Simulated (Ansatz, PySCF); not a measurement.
Gas-phase reaction (SMILES): Cl[Si](Cl)(Cl)N[Si](Cl)(Cl)Cl + Cl (HCl) -> Cl[Si](Cl)(Cl)Cl [tetrachlorosilane] + N[Si](Cl)(Cl)Cl; hydrogen chloride cleaves one Si-N bond, a model of a ligand-exchange step.

Structures are relaxed separately at B3LYP-D3(BJ)/def2-TZVP in Ansatz (a program for electronic structure), one conformer each, not searched for the lowest. Correlated levels leave the core frozen unless marked. No spin-orbit coupling. No relativistic terms. CBS marks a two-point X^-3 extrapolation of the correlation energy; Hartree-Fock from the larger set. The bracket is a focal-point correction in the basis named. Thermal terms are rigid-rotor harmonic-oscillator values from B3LYP-D3(BJ) frequencies (Ansatz or PySCF) at 298.15 K and 1 atm. 1 Eh = 627.5095 kcal/mol.

```tsv
species	E, RI-MP2/CBS(cc-pV(T+d)Z,cc-pV(Q+d)Z)+[CCSD(T)-MP2]/cc-pV(T+d)Z (Ansatz) (Eh)	E, PBE-D3(BJ)/def2-TZVPD (Ansatz + dftd3) (Eh)	H - E (Eh)
Cl[Si](Cl)(Cl)N[Si](Cl)(Cl)Cl	-3392.50565	-3394.60388	0.04177
Cl (HCl)	-460.37804	-460.62865	0.01000
Cl[Si](Cl)(Cl)Cl	-2128.38492	-2129.68499	0.01467
N[Si](Cl)(Cl)Cl	-1724.50557	-1725.55708	0.03959
```

Question: Work out ΔE and ΔH at 298.15 K at the first level, then ΔH at the second.

Answer: 
1. ΔE = [(-2128.38492) + (-1724.50557)] - [(-3392.50565) + (-460.37804)] = -0.00680 Eh = -4.3 kcal/mol at RI-MP2/CBS(cc-pV(T+d)Z,cc-pV(Q+d)Z)+[CCSD(T)-MP2]/cc-pV(T+d)Z.
2. The terms H - E add up to 0.00249 Eh, so ΔH = (-0.00680 + (0.00249))×627.5095 = -2.7 kcal/mol.
3. At PBE-D3(BJ)/def2-TZVPD the same steps give ΔE = -6.0 and ΔH = -4.4 kcal/mol, a shift of -1.7 from the first level.
4. These values are not checked against measurement here, since the tables used lack a sound gas-phase enthalpy of formation for at least one species.
